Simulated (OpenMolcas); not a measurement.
**Mn3+, Tc3+, Re3+: d⁴ down the group**

```yaml
Program: OpenMolcas 26.06
Method: RASSCF
Basis: ANO-RCC-VTZP
Scalar_Hamiltonian: DKH2, point nucleus
Spin-orbit_coupling: state interaction with AMFI integrals over the reference wave functions, term energies averaged over their components
```

Active space for each ion: 10 electrons in 8 orbitals (RAS1 p, at most 2 holes; RAS2 d).

Computed levels in cm-1 above ⁵D₀:

| Level | Mn3+ | Tc3+ | Re3+ |
| --- | --- | --- | --- |
| ⁵D₁ | 106 | 351 | 2815 |
| ⁵D₂ | 312 | 965 | 5697 |
| ⁵D₃ | 610 | 1760 | 8257 |
| ⁵D₄ | 989 | 2680 | 10411 |
| ³P₀(1) | 21994 | 16035 | 16967 |
| ³P₁(1) | 22619 | 17897 | 23135 |
| ³P₂(1) | 23728 | 20585 | 29180 |
| ³H₄ | 25430 | 19081 | 20160 |
| ³H₅ | 25664 | 20012 | 24605 |
| weight of ⁵D in the lowest level (%) | 100 | 98 | 75 |

Mixed levels, with the weight of the term that names them: Re3+ ⁵D₀ (75 %), Re3+ ³P₀(1) (62 %), Re3+ ³P₂(1) (64 %), Re3+ ³H₄ (57 %).

Measured, with the error of the calculation in %. Measured levels: Mn3+ from Corliss and Sugar, J. Phys. Chem. Ref. Data 6, 1253 (1977); Re3+ from the list in Brasseur, Gamrath and Quinet, At. Data Nucl. Data Tables 157, 101636 (2024).

| Level | Mn3+ | Re3+ |
| --- | --- | --- |
| ⁵D₁ | 99.0 (+6.9) | 3084 (-8.7) |
| ⁵D₂ | 287 (+8.8) | 5979 (-4.7) |
| ⁵D₃ | 552 (+10.4) | 8350 (-1.1) |
| ⁵D₄ | 886 (+11.6) | 10121 (+2.9) |
| ³P₀(1) | 20654 (+6.5) |  |
| ³P₁(1) | 21279 (+6.3) | 19340 (+19.6) |
| ³P₂(1) | 22325 (+6.3) |  |
| ³H₄ | 21281 (+19.5) | 16946 (+19.0) |
| ³H₅ | 21475 (+19.5) | 20930 (+17.6) |

The fine-structure level ⁵D₄ changes by a factor of 10.5 from Mn3+ to Re3+.

Without spin-orbit coupling ³P(1) lies 22546, 17348, 16953 cm-1 above ⁵D in that order; the difference to the level ³P₀(1), of either sign, comes from spin-orbit coupling, which also lowers the zero.

Without dynamic correlation excited terms often stand tens of per cent too high (terms of higher spin than the ground term too low), and those without a measured partner can miss by more than the paired ones. Active for correlation alone: 3p; no level in the range computed is led by a configuration that opens it, so any true level of that kind is missing (holds for Mn3+). Active for correlation alone: 4p; no level in the range computed is led by a configuration that opens it, so any true level of that kind is missing (holds for Tc3+). Active for correlation alone: 5p; no level in the range computed is led by a configuration that opens it, so any true level of that kind is missing (holds for Re3+). Measured partners are found by configuration, term and J. A level has none where our copy of the source lacks it or the pairing is in doubt (some pairs that miss far off the trend of their configuration count as doubtful), and it then counts in no deviation. Levels of configurations outside the active space are missing.

A number in round brackets counts repeated terms of one configuration in the order of the reference energies.
